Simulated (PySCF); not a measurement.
Ionisation energy of Sn²⁺ by level of theory

Sn²⁺ [Kr] 4d10 5s2 (1S) → Sn³⁺ [Kr] 4d10 5s1 (2S), as a difference of total energies. Computed with PySCF 2.14 in x2c-QZVPPall (13s9p7d4f1g, 112 functions), with the spin-free X2C one-electron Hamiltonian (Gaussian nucleus). Correlated levels: valence: [Kr] 4d10 frozen; valence and next inner shell: [Ar] 3d10 frozen. The calculations carry no spin-orbit coupling.

```
                                method  ionisation energy (eV)
                                   UHF                  28.522
                                   LDA                  31.166
                                   PBE                  30.689
                                r2SCAN                  30.305
                                  TPSS                  30.359
                               wB97X-V                  30.243
                                 HSE06                  30.391
                     SCS-MP2 (valence)                  29.364
    MP2 (valence and next inner shell)                  30.548
SCS-MP2 (valence and next inner shell)                  30.448
```

Estimate what MP2 (valence) gives.

29.224 eV, closest to SCS-MP2 (valence) among the rows shown.

Estimate what PBE0 gives.

30.342 eV, closest to TPSS among the rows shown.

Errors of the correlated levels include the incompleteness of this basis and the frozen core.

For comparison: 30.506 eV (measured; NIST Atomic Spectra Database, ionization energies).
